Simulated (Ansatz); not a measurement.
Total energies of diphenyliodonium (C₁₂H₁₀I⁺) from Ansatz at PBE-D4/def2-SVP, gas phase (1 Eh = 27.2114 eV = 2625.5 kJ/mol). The reference geometry is relaxed at PBE-D4/def2-SVP.

Cartesian coordinates in Å:
```
C -1.8110 2.0196 2.6402
C -0.4759 2.3457 2.3502
C 0.4344 1.3462 1.9671
C -0.0525 0.0360 1.8834
I 1.2973 -1.5074 1.2522
C 1.1008 -1.2523 -0.8705
C 2.1323 -0.5894 -1.5467
C 1.9796 -0.4101 -2.9327
C 0.8316 -0.8818 -3.5886
C -0.1808 -1.5410 -2.8719
C -0.0556 -1.7447 -1.4875
C -1.3739 -0.3318 2.1674
C -2.2580 0.6919 2.5490
H -2.5120 2.8113 2.9442
H -0.1262 3.3862 2.4276
H 1.4815 1.5980 1.7465
H 3.0305 -0.2209 -1.0307
H 2.7738 0.1024 -3.4964
H 0.7246 -0.7357 -4.6738
H -1.0778 -1.9144 -3.3887
H -0.8409 -2.2711 -0.9263
H -1.7189 -1.3738 2.1038
H -3.3030 0.4371 2.7818
```

```tsv
state	geometry	energy (Eh)
charge 1 singlet	reference	-759.78506
charge 0 doublet	reference	-759.95198
charge 0 doublet	relaxed at PBE-D4/def2-SVP	-759.98837
```

In the def2 sets I takes a core potential; there is no spin–orbit coupling.

Work out the vertical electron affinity, to the doublet.

E(charge 1 singlet) − E(charge 0 doublet) = -759.78506 − (-759.95198) = 0.16692 Eh = 4.54 eV.

How much does the charge 0 doublet relax, and what is the adiabatic electron affinity?

Relaxation: -759.95198 − (-759.98837) = 0.03639 Eh = 0.99 eV. Adiabatic electron affinity: 0.20331 Eh = 5.53 eV, without zero-point energy. Bonds change on the way (1 lost, 0 formed), so the relaxed form is another species.
